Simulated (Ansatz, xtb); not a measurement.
System: BeCl, net charge 1, singlet state. 
Structure (B3LYP-D3(BJ)/def2-TZVP (Ansatz, a program for electronic structure) minimum search):
SMILES: [Be+][Cl]
```xyz
2

Be     0.0000     0.0000    -1.3984
Cl     0.0000     0.0000     0.3290
```
Charge +1, spin multiplicity 1.

Harmonic wavenumbers from GFN2-xTB (xtb, at its own minimum), cm⁻¹: 1037.

Question: Give the harmonic wavenumbers at B3LYP-D3(BJ)/def2-TZVP (Ansatz, finite differences of forces, unscaled).

Answer: 995 cm⁻¹. Zero-point energy 1.4 kcal/mol.

Question: From these and the geometry, give the ideal-gas thermochemistry at 298.15 K and 1 atm (rigid rotor, harmonic oscillator).

Answer: Point group C∞v, rotational symmetry number 1. Rotational constants 23.57, 23.57 GHz. S(trans) 37.30, S(rot) 13.06, S(vib) 0.10, S(elec, spin only) 0.00, S 50.5 cal/(mol K). H(298) - H(0) 2.10 kcal/mol; G - E(el) -11.5 kcal/mol.
